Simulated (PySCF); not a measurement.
## GeCl and its ions

UHF-MP2; Ge def2-TZVPPD, Cl def2-TZVPPD; no relativity (PySCF 2.14). Neutral (UHF): doublet (π ↑), Re = 2.169 Å, ωe = 415 cm⁻¹, De = 4.09 eV.

GeCl⁺ (RHF): singlet (closed shell), Re = 2.054 Å, ωe = 524 cm⁻¹, De = 4.74 eV to Ge⁺ + Cl. The energies at the minima are -2535.29182 hartree for GeCl and -2535.02624 for GeCl⁺.

(1) Work out the adiabatic ionisation energy, without and with harmonic zero-point energies (1 hartree = 27.2114 eV, 1 eV = 8065.5 cm⁻¹), and the change of the bond length.

GeCl⁻ (UHF): triplet (π ↑↑), Re = 2.355 Å, ωe = 282 cm⁻¹, De = 1.76 eV to Ge + Cl⁻. The energies at the minima are -2535.29182 hartree for GeCl and -2535.33782 for GeCl⁻.

(2) Work out the adiabatic electron affinity, without and with harmonic zero-point energies (1 hartree = 27.2114 eV, 1 eV = 8065.5 cm⁻¹), and the change of the bond length.

Correlated steps freeze 14 core orbitals. Spin–orbit coupling is left out. For an ion De counts to the pair picked by the measured ionisation energies or electron affinities, which need not be the lowest pair at this level. Where the molecule has an RHF reference, its open-shell atoms are computed with UHF. States were picked by a PBE0 search and need not be the measured ground states.

Neutral and ion stand on different kinds of reference determinant, which adds to the error of the difference.

Answers

(1) At MP2: 0.26558 hartree = 7.227 eV between the minima; the zero-point term (524.0 − 415.0)/2 cm⁻¹ = +0.007 eV makes it 7.234 eV. Re changes by -11.5 pm against the neutral. The electron leaves a π orbital, and the shorter bond of the ion fits an antibonding orbital, or a change in how ionic the bond is.

(2) At UHF-MP2: 0.04600 hartree = 1.252 eV between the minima; the zero-point term (415.0 − 282.0)/2 cm⁻¹ = +0.008 eV makes it 1.260 eV. Re changes by +18.6 pm against the neutral. The electron enters a π orbital, and the longer bond of the ion fits an antibonding orbital, or a change in how ionic the bond is.
